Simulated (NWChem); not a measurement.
SiPH5O2; SMILES P[SiH](O)O

```xyz
9

Si    -0.0328     0.4158     0.2528
O      1.3565     1.0603    -0.3856
O     -1.3855     1.0342    -0.4998
P      0.1326    -1.7873    -0.2034
H     -0.1611     0.7411     1.7065
H      1.3776     2.0218    -0.4958
H     -2.0139     1.4891     0.0774
H      1.2259    -2.0081     0.6840
H     -0.8469    -2.1669     0.7616
```
Atoms are numbered in this order, from 1.

Level: B3LYP/6-31G* (spherical d) (NWChem), optimised geometry, unscaled harmonic frequencies. 

Question: List the harmonic frequencies with IR intensities, and the thermochemistry.

Answer: 
| frequency (cm⁻¹) | IR intensity (km/mol) |
|---|---|
| 95 | 75.5 |
| 115 | 37.0 |
| 161 | 29.9 |
| 214 | 57.6 |
| 258 | 14.2 |
| 346 | 31.4 |
| 454 | 6.2 |
| 662 | 88.0 |
| 721 | 92.5 |
| 769 | 136.9 |
| 805 | 160.1 |
| 824 | 99.9 |
| 870 | 158.8 |
| 933 | 176.5 |
| 988 | 139.2 |
| 1130 | 17.4 |
| 2199 | 221.6 |
| 2393 | 78.5 |
| 2405 | 81.1 |
| 3793 | 67.2 |
| 3810 | 78.1 |

- zero-point energy: 34.2 kcal/mol
- thermal correction to the enthalpy at 298.15 K (with zero-point energy): 39.3 kcal/mol
- heat capacity Cv: 23.5 cal/(mol K)
- entropy at 298.15 K and 1 atm (symmetry number 1): 82.6 cal/(mol K)
- dipole moment: 3.27 D

Rigid rotor and harmonic oscillator; modes under 100 cm⁻¹ make the entropy uncertain.
